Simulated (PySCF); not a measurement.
# What a mistake does to a calculation on AlBClH2N

Calculated results; nothing here was measured. The program is PySCF 2.14.0, an open-source quantum chemistry code, run on an isolated molecule that a program drew, which may never have been made. The molecule is AlBClH2N (charge 0, singlet), drawn as the SMILES string `B=[N][AlH][Cl]`.

Each row is a Hartree-Fock (HF) and frozen-core CCSD(T) single point in the cc-pV(D+d)Z basis, meant for a local HF minimum. Run 1 is clean. Each other run has one planted mistake out of seven kinds, and not every kind appears here: one electron removed, one electron added, multiplicity raised by two, geometry at a saddle point, minimal basis STO-3G, one bond length entered in bohr, all coordinates scaled. The reference is restricted for singlets and unrestricted otherwise, and also for a bond in bohr. Adding or removing an electron swaps singlet and doublet. Electrons count all cores. HOMO and LUMO are orbital energies over both spins, the gradient is its largest component, and the lowest frequency (negative if imaginary) is given only where the gradient is small. Bond lengths are over the 5 bonds as drawn. T1 is the CCSD diagnostic: over 0.02 (restricted) or 0.045 (unrestricted) a single reference is doubtful.

Geometry of the clean run:
```xyz
6
AlBClH2N, angstrom
B    -1.2079   -1.4875   -1.2561
N    -0.5250   -0.5975   -0.7091
Al    0.4335    0.6476    0.0737
Cl    0.7115    0.5717    2.1679
H    -1.8488   -2.3224   -1.7721
H     1.1028    1.8265   -0.7002
```

| run | electrons | basis functions | <S^2> | HOMO (eV) | LUMO (eV) | gradient (hartree/bohr) | lowest frequency (cm^-1) | mean bond (Å) | longest bond (Å) | T1 | HF (hartree) | CCSD(T) (hartree) | mistake |
|---|---|---|---|---|---|---|---|---|---|---|---|---|---|
| 1 | 44 | 84 | 0.000 | -11.60 | 1.79 | 6.7e-06 | 101 | 1.5701 | 2.114 | 0.0148 | -781.85797 | -782.33600 | no fault |
| 2 | 44 | 84 | 0.821 | -8.78 | 1.23 | 8.4e-03 | - | 1.8479 | 2.950 | 0.0534 | -781.75523 | -782.22346 | one bond length entered in bohr |
| 3 | 44 | 84 | 2.017 | -5.39 | -0.72 | 1.5e-01 | - | 1.5701 | 2.114 | 0.0378 | -781.67018 | -782.11158 | multiplicity raised by two |
| 4 | 44 | 30 | 0.000 | -9.02 | 7.25 | 4.3e-02 | - | 1.5701 | 2.114 | 0.0176 | -773.02238 | -773.19905 | minimal basis STO-3G |
| 5 | 44 | 84 | 0.000 | -11.12 | 1.41 | 5.8e-02 | - | 1.6769 | 2.258 | 0.0177 | -781.82971 | -782.31927 | ? |
| 6 | 45 | 84 | 0.805 | 0.86 | 7.70 | 3.1e-02 | - | 1.5701 | 2.114 | 0.0200 | -781.80840 | -782.30663 | ? |

**Which mistake was planted in run 5, and what did it cost?**

The mean and the longest bond both change by the same factor, 1.068, and the gradient is no longer small. So the mistake is: all coordinates scaled. Subtracting run 1 and multiplying by 627.51 kcal/mol a hartree, the energy moved by 17.7 kcal/mol in HF and 10.5 kcal/mol in CCSD(T).

**Which mistake was planted in run 6, and what did it cost?**

It counts 45 electrons, one more than the clean run, at the same geometry and basis. So the mistake is: one electron added. Subtracting run 1 and multiplying by 627.51 kcal/mol a hartree, the energy moved by 31.1 kcal/mol in HF and 18.4 kcal/mol in CCSD(T).

Cautions from the logs. Run 2: T1 is over the limit, so its CCSD(T) energy is less reliable; run 6: the HOMO is above zero, so the electron isn't bound and the energy depends on the basis.
